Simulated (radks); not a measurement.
Valence configurations of the gold ion Au3+ (all share [Xe]). Calculated with a radial shooting solver on a logarithmic mesh with Libxc functionals: scalar-relativistic Kohn-Sham, BLYP, spin-polarised, spherical densities, finite nucleus; open shells are filled with parallel spins first (spin-orbit coupling, left out, can overturn this in heavy ions); Fermi nuclear charge, rms radius 5.4371 fm. Energies are relative to 4f14 5d8; eigenvalues in eV for spin up.

[
 {"valence": "4f14 5d8", "E (eV)": "0.000", "moment (Bohr magnetons)": "2", "e(4f)": "-117.69", "e(5d)": "-41.127", "e(6p)": "-", "e(6s)": "-"},
 {"valence": "4f14 5d7.5 6s0.5", "E (eV)": "3.026", "moment (Bohr magnetons)": "3", "e(4f)": "-119.78", "e(5d)": "-42.776", "e(6p)": "-", "e(6s)": "-34.721"},
 {"valence": "4f14 5d7 6s1", "E (eV)": "6.153", "moment (Bohr magnetons)": "4", "e(4f)": "-121.90", "e(5d)": "-44.421", "e(6p)": "-", "e(6s)": "-35.625"},
 {"valence": "4f14 5d6 6s1 6p1", "E (eV)": "23.614", "moment (Bohr magnetons)": "6", "e(4f)": "-127.80", "e(5d)": "-49.046", "e(6p)": "-27.372", "e(6s)": "-38.265"},
 {"valence": "4f13 5d8 6s1", "E (eV)": "90.409", "moment (Bohr magnetons)": "4", "e(4f)": "-134.74", "e(5d)": "-46.083", "e(6p)": "-", "e(6s)": "-36.031"},
 {"valence": "4f12 5d9.5 6s0.5", "E (eV)": "179.38", "moment (Bohr magnetons)": "3", "e(4f)": "-145.64", "e(5d)": "-45.904", "e(6p)": "-", "e(6s)": "-35.403"},
 {"valence": "4f13.5 5d7.5 6s0.5 6p0.5", "E (eV)": "52.262", "moment (Bohr magnetons)": "4", "e(4f)": "-129.07", "e(5d)": "-45.941", "e(6p)": "-25.934", "e(6s)": "-36.296"},
 {"valence": "4f13 5d9", "E (eV)": "82.470", "moment (Bohr magnetons)": "2", "e(4f)": "-130.36", "e(5d)": "-42.628", "e(6p)": "-", "e(6s)": "-"},
 {"valence": "4f12 5d9 6s1", "E (eV)": "184.32", "moment (Bohr magnetons)": "4", "e(4f)": "-147.92", "e(5d)": "-47.704", "e(6p)": "-", "e(6s)": "-36.388"},
 {"valence": "4f13 5d8 6s0.5 6p0.5", "E (eV)": "95.606", "moment (Bohr magnetons)": "4", "e(4f)": "-135.54", "e(5d)": "-46.770", "e(6p)": "-26.071", "e(6s)": "-36.493"}
]

NIST lists [Xe] 4f14 5d8 as the ground configuration; this level of theory agrees among the configurations tried. The energies are those of spherical high-spin densities, not of single terms.
